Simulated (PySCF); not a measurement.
H3P2, SMILES [PH]P, multiplicity 2. Atoms are numbered in the order given.

```xyz
5

P      0.9630    -0.4332     0.4120
P     -0.8857     0.3148    -0.4544
H      1.6728     0.7345     0.0087
H     -1.0552     1.5052     0.3022
H     -1.7762    -0.4647     0.3261
```
Charge 0, spin multiplicity 2.

Geometry: r2SCAN-D4/def2-TZVP. The isomer is the one that the SMILES or the coordinates give; other isomers of the formula were not compared.

Calculation: PySCF with PBE/def2-TZVPD.

Isolated molecule, no solvent.

Computed frontier levels, dipole moment and polarisability:
```json
{
 "α spin, highest occupied and lowest empty level": "-5.30 and -1.07 eV",
 "β spin, highest occupied and lowest empty level": "-6.45 and -3.96 eV",
 "dipole_moment": "0.87 D",
 "quadrupole, principal values (traceless, Buckingham form, about the centre of nuclear charge)": "-3.40, 0.22, 3.18 D·Å",
 "mean_static_polarisability": "59.5 bohr³ (8.81 Å³)",
 "polarisability_principal_values": "48.3, 50.7, 79.4 bohr³",
 "⟨S²⟩": "0.755 (pure state 0.75)"
}
```
